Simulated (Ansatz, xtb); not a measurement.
# C3H3F3O2: which of two isomers lies lower

Structure I is `CC(=O)OC(F)(F)F`, a singlet and structure II is `O=C(O)CC(F)(F)F`, a singlet. Both are isolated molecules in the gas phase, relaxed with PBE-D3(BJ)/def2-SVP; the shapes shown needn't be the lowest conformers.

I (Å):

```json
{"atom": "C", "x (Å)": "-0.7562", "y (Å)": "0.6799", "z (Å)": "-2.1402"}
{"atom": "C", "x (Å)": "0.5668", "y (Å)": "-0.0141", "z (Å)": "-2.2977"}
{"atom": "C", "x (Å)": "2.4896", "y (Å)": "-0.5764", "z (Å)": "-0.9669"}
{"atom": "F", "x (Å)": "2.8921", "y (Å)": "-0.4083", "z (Å)": "0.2985"}
{"atom": "F", "x (Å)": "3.3807", "y (Å)": "0.0034", "z (Å)": "-1.7829"}
{"atom": "F", "x (Å)": "2.4469", "y (Å)": "-1.8890", "z (Å)": "-1.2345"}
{"atom": "O", "x (Å)": "1.0225", "y (Å)": "-0.5236", "z (Å)": "-3.2866"}
{"atom": "O", "x (Å)": "1.2410", "y (Å)": "0.0114", "z (Å)": "-1.0638"}
{"atom": "H", "x (Å)": "-1.3597", "y (Å)": "0.1700", "z (Å)": "-1.3631"}
{"atom": "H", "x (Å)": "-1.2910", "y (Å)": "0.6723", "z (Å)": "-3.1050"}
{"atom": "H", "x (Å)": "-0.5990", "y (Å)": "1.7212", "z (Å)": "-1.7957"}
```

II (Å):

| atom | x (Å) | y (Å) | z (Å) |
| --- | --- | --- | --- |
| C | -0.3263 | 1.0074 | -0.8814 |
| C | 0.2810 | -0.0819 | -0.0138 |
| C | 1.7108 | 0.1838 | 0.4231 |
| F | 2.5482 | 0.2894 | -0.6280 |
| F | 1.8120 | 1.3091 | 1.1589 |
| F | 2.1474 | -0.8475 | 1.1915 |
| O | 0.2216 | 2.0232 | -1.2501 |
| O | -1.6033 | 0.6832 | -1.2013 |
| H | -1.9315 | 1.4232 | -1.7580 |
| H | 0.2507 | -1.0432 | -0.5647 |
| H | -0.3471 | -0.2202 | 0.8889 |

Problem. Which of the two would you expect CCSD(T)/def2-SVP + ΔMP2/def2-TZVPP electronic energies to favour?

Solution. Structure II; the calculation gives E(II) − E(I) = −23.6 kJ/mol.

Level by level:

```tsv
level	geometry	E(II) − E(I) (kJ/mol)	departure from the last row (kJ/mol)	job, with rough time for the two
GFN2-xTB	GFN2-xTB	+21.9	+45.6	optimisation, 0.17 s
HF/STO-3G	GFN2-xTB	+45.1	+68.7	single point, 0.93 s
r2SCAN-D4/def2-SVP	GFN2-xTB	−14.6	+9.1	single point, 9.6 s
PBE-D3(BJ)/def2-SVP	PBE-D3(BJ)/def2-SVP	−16.8	+6.9	optimisation, 43 s
HF/def2-SVP	PBE-D3(BJ)/def2-SVP	−9.2	+14.5	part of the CCSD(T) run
MP2/def2-SVP	PBE-D3(BJ)/def2-SVP	−17.2	+6.5	part of the CCSD(T) run
CCSD(T)/def2-SVP	PBE-D3(BJ)/def2-SVP	−14.7	+9.0	single point
CCSD(T)/def2-SVP + ΔMP2/def2-TZVPP	PBE-D3(BJ)/def2-SVP	−23.6		single point, 3.5 min
```

As drawn, II has 1 C–C, 1 O–H in place of 1 C–O, 1 C–H.

GFN2-xTB, HF/STO-3G put the two in the other order. The largest departure from CCSD(T)/def2-SVP + ΔMP2/def2-TZVPP is that of HF/STO-3G, 68.7 kJ/mol. The last row adds to CCSD(T) the change of the MP2 difference between the two basis sets, here −9.0 kJ/mol.

With thermal terms from frequencies at re-optimised GFN2-xTB minima (ideal gas, soft modes damped towards free rotors, one conformer each, 298.15 K, 1 atm): the zero-point term adds +1.3 kJ/mol; ΔH is −23.2 and ΔG −21.5 kJ/mol.

The correlated steps freeze 8 core orbitals. Programs: Ansatz 0.2.0, xtb 6.7.1; the last row on 2 threads of Arm Neoverse N1 on a shared host.
